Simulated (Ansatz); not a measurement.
Consider the formal exchange of groups at the Se–C bond: `O=C([SeH])O[SiH3]` + `C[O][GeH]([F])[Cl]` → `C[O][Ge]([F])([Cl])[SeH]` + `O=CO[SiH3]`.

Calculated with Ansatz (gas phase, PBE0-D4/def2-TZVP geometries, no zero-point term in ΔE). CBS: MP2 limit from def2 TZ/QZ plus the TZ coupled-cluster correction, frozen cores. Functionals use def2-TZVPP. B3LYP here is the variant with VWN-RPA as its local correlation; programs differ in this. For Ge, Se outer-core shells are correlated without core-valence functions, which leaves a few kJ/mol of doubt a bond. Scalar relativity is left out up to krypton. One conformer a species, not always the lowest.

(1) Is it downhill or uphill in electronic energy at CCSD(T)/CBS, and by how much? (An estimate is asked.)

(2) What do these levels give: PBE-D4, r2SCAN-D4, PBE0-D4, B3LYP-D4, MP2/CBS(def2), CCSD/CBS(def2)? (Estimate.)

Largest T1 diagnostic among the species: 0.016.

Results:

(1) Ansatz gave: Downhill: ΔE = -89.9 kJ/mol.

(2) Computed: PBE-D4 -80.2, r2SCAN-D4 -81.6, PBE0-D4 -85.6, B3LYP-D4 -85.1, MP2/CBS(def2) -91.3, CCSD/CBS(def2) -91.8 kJ/mol.

From PBE to PBE0 (25 % exact exchange), in def2-TZVPP and without D4, ΔE moves by −5.4 kJ/mol. In def2-TZVPP, CCSD(T) changes the Hartree–Fock value by +7.2 kJ/mol (the triples alone add +1.9 kJ/mol) and MP2 by +5.8 kJ/mol.
